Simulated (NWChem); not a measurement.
Everything below was run with NWChem. System: F₃In, charge 0, spin multiplicity 1, at a geometry optimised with PBE0/def2-SVP with def2 effective core potentials on In. The structure started from a generated list of species. Level: EOM-CCSD/def2-SVP with def2 effective core potentials on In, 7 core orbitals frozen.

The NWChem input:

```
start mol
memory heap 100 mb stack 700 mb global 1900 mb
geometry units angstroms nocenter noautoz
  In     0.000000     0.000000     0.000047
  F      0.000000     0.000000     1.935126
  F     -1.675728     0.000000    -0.967691
  F      1.675728     0.000000    -0.967691
  symmetry group C2v
end
basis spherical
  * library def2-svp
end
ecp
  In library def2-ecp
end
scf
  rhf
  nopen 0
  maxiter 100
  thresh 1e-7
  semidirect memsize 60000000 filesize 0
end
tce
  freeze core 7
  ccsd
  nroots 1
  2eorb
  2emet 13
  thresh 1e-5
  maxiter 200
  tilesize 24
end
task tce energy
```

Output (cleaned and shortened):

```
             Northwest Computational Chemistry Package (NWChem) 7.3.0
             --------------------------------------------------------

                                NWChem Input Module
                                -------------------

 Scaling coordinates for geometry "geometry" by  1.889725989
 (inverse scale =  0.529177249)

 Turning off AUTOSYM since
 SYMMETRY directive was detected!

                             Geometry "geometry" -> ""
                             -------------------------

 Output coordinates in angstroms (scale by  1.889725989 to convert to a.u.)

  No.       Tag          Charge          X              Y              Z
 ---- ---------------- ---------- -------------- -------------- --------------
    1 In                  49.0000     0.00000000     0.00000000     0.00004700
    2 F                    9.0000     0.00000000     0.00000000     1.93512600
    3 F                    9.0000    -1.67572800     0.00000000    -0.96769100
    4 F                    9.0000     1.67572800     0.00000000    -0.96769100

 Effective nuclear repulsion energy (a.u.)     400.1591340937

            Nuclear Dipole moment (a.u.)
            ----------------------------
        X                 Y               Z
 ---------------- ---------------- ----------------
     0.0000000000     0.0000000000    -0.0000018897

      Symmetry information
      --------------------

 Group name             C2v
 Group number             16
 Group order               4
 No. of unique centers     3

      Symmetry unique atoms

     1    2    3


 Summary of "ao basis" -> "" (spherical)
 ------------------------------------------------------------------------------
       Tag                 Description            Shells   Functions and Types
 ---------------- ------------------------------  ------  ---------------------
 *                          def2-svp                  on all atoms

 Summary of "ao basis" -> "ao basis" (spherical)
 ------------------------------------------------------------------------------
       Tag                 Description            Shells   Functions and Types
 ---------------- ------------------------------  ------  ---------------------
 In                         def2-svp                10       26   4s4p2d
 F                          def2-svp                 6       14   3s2p1d

                                 NWChem SCF Module
                                 -----------------

  ao basis        = "ao basis"
  functions       =    68
  atoms           =     4
  closed shells   =    24
  open shells     =     0
  charge          =   0.00
  wavefunction    = RHF
  use symmetry    = T
  symmetry adapt  = T

 Summary of "ao basis" -> "ao basis" (spherical)
 ------------------------------------------------------------------------------
       Tag                 Description            Shells   Functions and Types
 ---------------- ------------------------------  ------  ---------------------
 In                         def2-svp                10       26   4s4p2d
 F                          def2-svp                 6       14   3s2p1d

      Symmetry analysis of basis
      --------------------------

        a1         29
        a2          7
        b1         19
        b2         13

 Forming initial guess at       0.1s

      Superposition of Atomic Density Guess
      -------------------------------------

 Sum of atomic energies:        -515.92783600

      Non-variational initial energy
      ------------------------------

 Total energy =    -486.819362
 1-e energy   =   -1137.905473
 2-e energy   =     457.665929
 HOMO         =      -0.615088
 LUMO         =      -0.161051

      Symmetry analysis of molecular orbitals - initial
      -------------------------------------------------

  Numbering of irreducible representations:

     1 a1          2 a2          3 b1          4 b2

  Orbital symmetries:

     1 a1          2 a1          3 b1          4 a1          5 a1
     6 b1          7 b2          8 a1          9 b1         10 a1
    11 b1         12 a1         13 a1         14 b2         15 a2
    16 a1         17 a1         18 b1         19 b2         20 b1
    21 a2         22 b2         23 a1         24 b1         25 a1
    26 b2         27 b1         28 a1         29 a1         30 b2
    31 b1         32 a1         33 a2         34 b2

 Starting SCF solution at       0.6s

 ----------------------------------------------
         Quadratically convergent ROHF

 Convergence threshold     :          1.000E-07
 Maximum no. of iterations :          100
 Final Fock-matrix accuracy:          1.000E-09
 ----------------------------------------------

              iter       energy          gnorm     gmax       time
             ----- ------------------- --------- --------- --------
                 1     -487.2199689427  1.56D+00  3.82D-01      0.6
                 2     -487.3341963222  2.45D-01  7.99D-02      0.6
                 3     -487.3389257435  1.80D-02  4.95D-03      0.6
                 4     -487.3389480691  1.06D-04  5.46D-05      0.7
                 5     -487.3389480709  1.09D-08  3.98D-09      0.7

       Final RHF  results
       ------------------

         Total SCF energy =   -487.338948070853
      One-electron energy =  -1139.324643084889
      Two-electron energy =    458.565512819477
 Nuclear repulsion energy =    193.420182194558

        Time for solution =      0.2s

       Symmetry analysis of molecular orbitals - final
       -----------------------------------------------

  Numbering of irreducible representations:

     1 a1          2 a2          3 b1          4 b2
[...]
 Iteration   2 using    2 trial vectors
   0.1656339130347   0.2759391503713    7.50869     0.8     0.8

 Iteration   3 using    3 trial vectors
   0.0704906162208   0.2666582348188    7.25614     0.8     0.8

 Iteration   4 using    4 trial vectors
   0.0384623975881   0.2634034289519    7.16758     0.8     0.8

 Iteration   5 using    5 trial vectors
   0.0205745807941   0.2615590469437    7.11739     0.8     0.8

 Iteration   6 using    6 trial vectors
   0.0083150655877   0.2611308995886    7.10574     0.8     0.8

 Iteration   7 using    7 trial vectors
   0.0047665766299   0.2610329608470    7.10307     0.9     0.9

 Iteration   8 using    8 trial vectors
   0.0027858959400   0.2610407516374    7.10328     0.8     0.8

 Iteration   9 using    9 trial vectors
   0.0017816793370   0.2610369388893    7.10318     0.8     0.8

 Iteration  10 using   10 trial vectors
   0.0013009469627   0.2610290251041    7.10296     0.8     0.8

 Iteration  11 using   11 trial vectors
   0.0011307930397   0.2610368129696    7.10318     0.8     0.8

 Iteration  12 using   12 trial vectors
   0.0005596116628   0.2610366578212    7.10317     0.9     0.9

 Iteration  13 using   13 trial vectors
   0.0002788874631   0.2610341244899    7.10310     0.8     0.8

 Iteration  14 using   14 trial vectors
   0.0001452497921   0.2610337532577    7.10309     0.9     0.9

 Iteration  15 using   15 trial vectors
   0.0000901670335   0.2610346613227    7.10312     0.8     0.8

 Iteration  16 using   16 trial vectors
   0.0000566073098   0.2610334421390    7.10308     0.9     0.9

 Iteration  17 using   17 trial vectors
   0.0000303557470   0.2610333363621    7.10308     0.8     0.8

 Iteration  18 using   18 trial vectors
   0.0000153891328   0.2610339063812    7.10310     0.9     0.9

 Iteration  19 using   19 trial vectors
   0.0000075159933   0.2610337556464    7.10309     0.8     0.8
 --------------------------------------------------------------
 Iterations converged
 ------------------

 Excited state root  1
 Excitation energy / hartree =        0.261033755646430
                   / eV      =        7.103092920365620
 largest EOMCCSD amplitudes: R1 and R2

 Singles contributions
    25a1  (alpha) ---    22a2  (alpha)       -0.8947427389
    28a1  (alpha) ---    22a2  (alpha)        0.1049058756
    30a1  (alpha) ---    22a2  (alpha)       -0.1008264474
    27b1  (alpha) ---    19b2  (alpha)        0.1264406678
    27b1  (alpha) ---    21b2  (alpha)       -0.1049505159

 Doubles contributions

 =========================================
 Excited-state calculation ( b1  symmetry)
 =========================================
 Dim. of EOMCC iter. space      500

 EOMCCSD SOLVER TYPE  1
  maxdiff =   0.59175916270031603

 No. of initial right vectors    1

 EOM-CCSD right-hand side iterations
 --------------------------------------------------------------
      Residuum       Omega / hartree  Omega / eV    Cpu    Wall
 --------------------------------------------------------------

 Iteration   1 using    1 trial vectors
   0.8511688094872   0.4729795761389   12.87043     1.3     1.3

 Iteration   2 using    2 trial vectors
   0.1710918407783   0.2918422542298    7.94144     0.8     0.8

 Iteration   3 using    3 trial vectors
   0.0840733141721   0.2812032601087    7.65193     0.9     0.9

 Iteration   4 using    4 trial vectors
   0.0684328751118   0.2756706088928    7.50138     0.8     0.8

 Iteration   5 using    5 trial vectors
   0.0577042070978   0.2700057753491    7.34723     0.9     0.9

 Iteration   6 using    6 trial vectors
   0.0440863601374   0.2664806151225    7.25131     0.8     0.8

 Iteration   7 using    7 trial vectors
   0.0351984813830   0.2651368662365    7.21474     0.8     0.8

 Iteration   8 using    8 trial vectors
   0.0222745752416   0.2644878546909    7.19708     0.8     0.8

 Iteration   9 using    9 trial vectors
   0.0143819121213   0.2641601872124    7.18817     0.8     0.8

 Iteration  10 using   10 trial vectors
   0.0119001373591   0.2639983249046    7.18376     0.8     0.8

 Iteration  11 using   11 trial vectors
   0.0084086941727   0.2638414954232    7.17950     0.8     0.8

 Iteration  12 using   12 trial vectors
   0.0048056813717   0.2638152829605    7.17878     0.8     0.8

 Iteration  13 using   13 trial vectors
   0.0026176395462   0.2637542705251    7.17712     0.8     0.8

 Iteration  14 using   14 trial vectors
   0.0012467878650   0.2637642221549    7.17739     0.8     0.8

 Iteration  15 using   15 trial vectors
   0.0005316515278   0.2637628984451    7.17736     0.8     0.8

 Iteration  16 using   16 trial vectors
   0.0002307127423   0.2637639719231    7.17739     0.8     0.8

 Iteration  17 using   17 trial vectors
   0.0001036570681   0.2637612184749    7.17731     0.8     0.8

 Iteration  18 using   18 trial vectors
   0.0000550931908   0.2637629219678    7.17736     0.8     0.8

 Iteration  19 using   19 trial vectors
   0.0000254345478   0.2637625638159    7.17735     0.8     0.8

 Iteration  20 using   20 trial vectors
   0.0000154406227   0.2637626081763    7.17735     0.9     0.9

 Iteration  21 using   21 trial vectors
   0.0000137049935   0.2637625976451    7.17735     0.8     0.8

 Iteration  22 using   22 trial vectors
   0.0000213995877   0.2637626343729    7.17735     0.9     0.9

 Iteration  23 using   23 trial vectors
   0.0000556132747   0.2637617772238    7.17733     0.8     0.8

 Iteration  24 using   24 trial vectors
   0.0667642191180   0.2630240212913    7.15725     0.9     0.9

 Iteration  25 using   25 trial vectors
   0.0262752529363   0.2607125010147    7.09435     0.9     0.9

 Iteration  26 using   26 trial vectors
   0.0089943152336   0.2606899053163    7.09374     0.9     0.9

 Iteration  27 using   27 trial vectors
   0.0040197818172   0.2605064308446    7.08874     0.9     0.9

 Iteration  28 using   28 trial vectors
   0.0024381933379   0.2606014690603    7.09133     0.9     0.9

 Iteration  29 using   29 trial vectors
   0.0011169963884   0.2605171013877    7.08903     0.9     0.9

 Iteration  30 using   30 trial vectors
   0.0004408683965   0.2605636819623    7.09030     0.8     0.8

 Iteration  31 using   31 trial vectors
   0.0001677304373   0.2605418987411    7.08971     0.9     0.9

 Iteration  32 using   32 trial vectors
   0.0000639478464   0.2605493232795    7.08991     0.9     0.9

 Iteration  33 using   33 trial vectors
   0.0000268827364   0.2605471906817    7.08985     0.9     0.9

 Iteration  34 using   34 trial vectors
   0.0000096749648   0.2605478131379    7.08987     0.9     0.9
 --------------------------------------------------------------
 Iterations converged
 ------------------

 Excited state root  1
 Excitation energy / hartree =        0.260547813137931
                   / eV      =        7.089869746285014
 largest EOMCCSD amplitudes: R1 and R2

 Singles contributions
    25a1  (alpha) ---    20b1  (alpha)        0.8923348455
    28a1  (alpha) ---    18b1  (alpha)        0.1038281280
    28a1  (alpha) ---    24b1  (alpha)        0.1009271240
    27b1  (alpha) ---    17a1  (alpha)        0.1039425723
    27b1  (alpha) ---    23a1  (alpha)       -0.1010624743

 Doubles contributions

 =========================================
 Excited-state calculation ( b2  symmetry)
 =========================================
 Dim. of EOMCC iter. space      500

 EOMCCSD SOLVER TYPE  1
  maxdiff =   0.61091474450491856

 No. of initial right vectors    1

 EOM-CCSD right-hand side iterations
 --------------------------------------------------------------
      Residuum       Omega / hartree  Omega / eV    Cpu    Wall
 --------------------------------------------------------------

 Iteration   1 using    1 trial vectors
   0.8585685709643   0.4580066848293   12.46300     1.2     1.2

 Iteration   2 using    2 trial vectors
   0.1666807925338   0.2759570270321    7.50918     0.8     0.8

 Iteration   3 using    3 trial vectors
   0.0708645187530   0.2666528814741    7.25600     0.7     0.7

 Iteration   4 using    4 trial vectors
   0.0384864007529   0.2634717651914    7.16943     0.8     0.8

 Iteration   5 using    5 trial vectors
   0.0208476750913   0.2616072974681    7.11870     0.8     0.8

 Iteration   6 using    6 trial vectors
   0.0084359246197   0.2611467240086    7.10617     0.8     0.8

 Iteration   7 using    7 trial vectors
   0.0047731074283   0.2610375659876    7.10320     0.9     0.9

 Iteration   8 using    8 trial vectors
   0.0027916385626   0.2610385373014    7.10322     0.8     0.8

 Iteration   9 using    9 trial vectors
   0.0017996203930   0.2610373258843    7.10319     0.9     0.9

 Iteration  10 using   10 trial vectors
   0.0013013471784   0.2610334653192    7.10309     0.8     0.8

 Iteration  11 using   11 trial vectors
   0.0011361692125   0.2610410819374    7.10329     0.8     0.8

 Iteration  12 using   12 trial vectors
   0.0005659933071   0.2610399834588    7.10326     0.8     0.8

 Iteration  13 using   13 trial vectors
   0.0002796920094   0.2610371509201    7.10319     0.9     0.9

 Iteration  14 using   14 trial vectors
   0.0001464234496   0.2610363837793    7.10316     0.9     0.9

 Iteration  15 using   15 trial vectors
   0.0000915778212   0.2610372499509    7.10319     0.9     0.9

 Iteration  16 using   16 trial vectors
   0.0000573730663   0.2610362437145    7.10316     0.9     0.9

 Iteration  17 using   17 trial vectors
   0.0000313660453   0.2610361600360    7.10316     0.9     0.9

 Iteration  18 using   18 trial vectors
   0.0000166082186   0.2610366862756    7.10317     0.8     0.8

 Iteration  19 using   19 trial vectors
   0.0000093220449   0.2610365010904    7.10317     0.8     0.8
 --------------------------------------------------------------
 Iterations converged
 ------------------

 Excited state root  1
 Excitation energy / hartree =        0.261036501090376
                   / eV      =        7.103167627728308
 largest EOMCCSD amplitudes: R1 and R2

 Singles contributions
    25a1  (alpha) ---    21b2  (alpha)       -0.8939755132
    28a1  (alpha) ---    19b2  (alpha)       -0.1264318797
    28a1  (alpha) ---    21b2  (alpha)       -0.1046094313
    30a1  (alpha) ---    21b2  (alpha)       -0.1007581428
    27b1  (alpha) ---    22a2  (alpha)       -0.1048103458

 Doubles contributions

 Task  times  cpu:       87.8s     wall:       87.8s

 Total times  cpu:       87.8s     wall:       87.8s
```
